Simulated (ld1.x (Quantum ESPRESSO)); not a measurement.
## chromium (Cr): excitation energies, all-electron against TM

* Element: Cr (Z = 24)
* Generator: ld1.x (Quantum ESPRESSO) 7.5
* Type: norm-conserving Troullier–Martins (Kleinman–Bylander form)
* Functional: LDA (PZ)
* Relativity: scalar-relativistic
* Frozen core: [Ar]
* Valence charge: 6
* Reference configuration: 3d5 4s0.5 4p0 (charge +0.5)
* Partial waves: 4s (bound): rc 2.75 bohr; 4p (bound, empty): rc 3.15 bohr; 3d (bound): rc 2.25 bohr
* Local potential: all-electron potential smoothed inside 1.95 bohr (lloc = -1)
* Core correction: Bessel-smoothed model core inside 1.90 bohr

Energies are relative to the spin-unpolarised reference configuration 3d5 4s0.5 4p0; without spin polarisation the order of configurations can differ from experiment. Spin-polarised rows fill each open shell by Hund’s rule, majority spin first.

| valence configuration | charge | ΔE all-electron (eV) | error AE − PS (meV) |
| --- | --- | --- | --- |
| 3d5 4s1 4p0 | 0 | -2.818 | 0.0 |
| 3d5 4s0 4p0 | +1 | 4.322 | -1.6 |
| 3d4 4s0 4p0 | +2 | 20.665 | -96 |
| 3d2 4s0 4p0 | +4 | 100.320 | -656 |
| 3d3 4s0 4p0 | +3 | 51.691 | -414 |
| 3d5.5 4s0.5 4p0 | 0 | -2.101 | -3.9 |
| 3d5 4s0.5 4p0 (spin-polarised) | +0.5 | -4.685 | +1379 |
| 3d5 4s1 4p0 (spin-polarised) | 0 | -7.735 | +1349 |

Q: What are ΔE and the potential's error for 3d4 4s1 4p0?

A: ΔE = 5.434 eV all-electron; the error (AE − PS) is +30 meV.

Levels in the configuration 3d5 4s0.5 4p0 (spin-polarised):

```json
{"level": "3d up", "all-electron (eV)": "-7.330", "pseudo (eV)": "-7.442"}
{"level": "4s up", "all-electron (eV)": "-7.585", "pseudo (eV)": "-7.523"}
```

These tests converged, but a pseudo level misses the all-electron one widely, so the file describes the atom poorly there or has found another state: 3d3 4s0 4p0: empty 4s by 7.2 eV.
